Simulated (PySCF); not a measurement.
# Basis and Hamiltonian dependence of the electron affinity of Ga

Ga⁻ [Ar] 3d10 4s2 4p2 (3P) → Ga [Ar] 3d10 4s2 4p1 (2P). Calculated with PySCF 2.14 from differences of total energies of unrestricted determinants, without spin-orbit coupling. Values in eV.

```json
{"basis": "aug-cc-pVDZ-PP with ECP10MDF", "Hamiltonian": "ECP", "functions": "32", "UHF": "-0.059", "LDA": "0.564", "PBE0": "0.411", "MP2 (valence)": "0.214", "CCSD(T) (valence)": "0.268", "CCSD(T) (valence and next inner shell)": "n/a"}
{"basis": "aug-cc-pVDZ-DK", "Hamiltonian": "spin-free X2C", "functions": "36", "UHF": "-0.062", "LDA": "0.573", "PBE0": "0.415", "MP2 (valence)": "0.209", "CCSD(T) (valence)": "0.263", "CCSD(T) (valence and next inner shell)": "n/a"}
{"basis": "ANO-RCC-VTZP", "Hamiltonian": "spin-free X2C", "functions": "43", "UHF": "-0.524", "LDA": "-0.027", "PBE0": "-0.056", "MP2 (valence)": "-0.313", "CCSD(T) (valence)": "-0.292", "CCSD(T) (valence and next inner shell)": "-0.300"}
{"basis": "aug-cc-pwCVDZ-PP with ECP10MDF", "Hamiltonian": "ECP", "functions": "48", "UHF": "-0.061", "LDA": "0.568", "PBE0": "0.416", "MP2 (valence)": "0.212", "CCSD(T) (valence)": "0.267", "CCSD(T) (valence and next inner shell)": "0.243"}
{"basis": "aug-cc-pVTZ-PP with ECP10MDF", "Hamiltonian": "ECP", "functions": "55", "UHF": "-0.064", "LDA": "0.572", "PBE0": "0.413", "MP2 (valence)": "0.254", "CCSD(T) (valence)": "0.316", "CCSD(T) (valence and next inner shell)": "n/a"}
{"basis": "x2c-TZVPPall with one added diffuse shell each of s, p, d type", "Hamiltonian": "spin-free X2C", "functions": "57", "UHF": "-0.061", "LDA": "0.557", "PBE0": "0.408", "MP2 (valence)": "0.234", "CCSD(T) (valence)": "0.294", "CCSD(T) (valence and next inner shell)": "0.293"}
{"basis": "aug-cc-pVTZ-DK", "Hamiltonian": "spin-free X2C", "functions": "59", "UHF": "-0.074", "LDA": "0.539", "PBE0": "0.389", "MP2 (valence)": "0.238", "CCSD(T) (valence)": "0.301", "CCSD(T) (valence and next inner shell)": "n/a"}
{"basis": "aug-cc-pVQZ-PP with ECP10MDF", "Hamiltonian": "ECP", "functions": "89", "UHF": "-0.065", "LDA": "0.580", "PBE0": "0.420", "MP2 (valence)": "0.266", "CCSD(T) (valence)": "0.326", "CCSD(T) (valence and next inner shell)": "n/a"}
{"basis": "dyall-av2z", "Hamiltonian": "non-relativistic", "functions": "92", "UHF": "-0.026", "LDA": "0.602", "PBE0": "0.454", "MP2 (valence)": "0.245", "CCSD(T) (valence)": "0.299", "CCSD(T) (valence and next inner shell)": "n/a"}
{"basis": "aug-cc-pVQZ-DK", "Hamiltonian": "spin-free X2C", "functions": "93", "UHF": "-0.065", "LDA": "0.585", "PBE0": "0.420", "MP2 (valence)": "0.265", "CCSD(T) (valence)": "0.325", "CCSD(T) (valence and next inner shell)": "n/a"}
{"basis": "def2-QZVPPD", "Hamiltonian": "non-relativistic", "functions": "95", "UHF": "-0.171", "LDA": "0.365", "PBE0": "0.264", "MP2 (valence)": "0.143", "CCSD(T) (valence)": "0.200", "CCSD(T) (valence and next inner shell)": "n/a"}
{"basis": "aug-cc-pwCVTZ-PP with ECP10MDF", "Hamiltonian": "ECP", "functions": "96", "UHF": "-0.066", "LDA": "0.573", "PBE0": "0.414", "MP2 (valence)": "0.252", "CCSD(T) (valence)": "0.315", "CCSD(T) (valence and next inner shell)": "n/a"}
{"basis": "x2c-QZVPPall with one added diffuse shell each of s, p, d, f type", "Hamiltonian": "spin-free X2C", "functions": "110", "UHF": "-0.064", "LDA": "0.579", "PBE0": "0.415", "MP2 (valence)": "0.259", "CCSD(T) (valence)": "n/a", "CCSD(T) (valence and next inner shell)": "n/a"}
{"basis": "aug-cc-pV5Z-PP with ECP10MDF", "Hamiltonian": "ECP", "functions": "136", "UHF": "-0.065", "LDA": "0.587", "PBE0": "0.422", "MP2 (valence)": "0.271", "CCSD(T) (valence)": "n/a", "CCSD(T) (valence and next inner shell)": "n/a"}
```

Extrapolation of CCSD(T) (valence) from aug-cc-pVTZ-PP with ECP10MDF and aug-cc-pVQZ-PP with ECP10MDF: the correlation parts are 0.380 and 0.390 eV; with the X⁻³ form and unrounded values, (4³ × 0.390 − 3³ × 0.380)/(4³ − 3³) = 0.398 eV, and adding the Hartree-Fock value -0.065 eV of the larger basis gives 0.333 eV.

Extrapolation of CCSD(T) (valence) from aug-cc-pVTZ-DK and aug-cc-pVQZ-DK: the correlation parts are 0.375 and 0.390 eV; with the X⁻³ form and unrounded values, (4³ × 0.390 − 3³ × 0.375)/(4³ − 3³) = 0.401 eV, and adding the Hartree-Fock value -0.065 eV of the larger basis gives 0.336 eV.

Frozen in the all-electron rows: valence: [Ar] 3d10; valence and next inner shell: [Ne]; with a core potential, the same shells as far as they lie outside it.

At UHF, ANO-RCC-VTZP lies more than 0.3 eV from the median of the rows with comparable relativity. Of these, ANO-RCC-VTZP has no diffuse functions of the l that the added or promoted electron needs.

Non-relativistic rows lack the scalar-relativistic shift.

In most of these bases the highest occupied level of the anion is positive at LDA, PBE0, so the basis helps to hold the electron.

Between the lowest levels the reference is 0.301 eV (measured; photodetachment measurements, as compiled on the Wikipedia data page of electron affinities); it includes spin-orbit coupling, which these numbers lack.
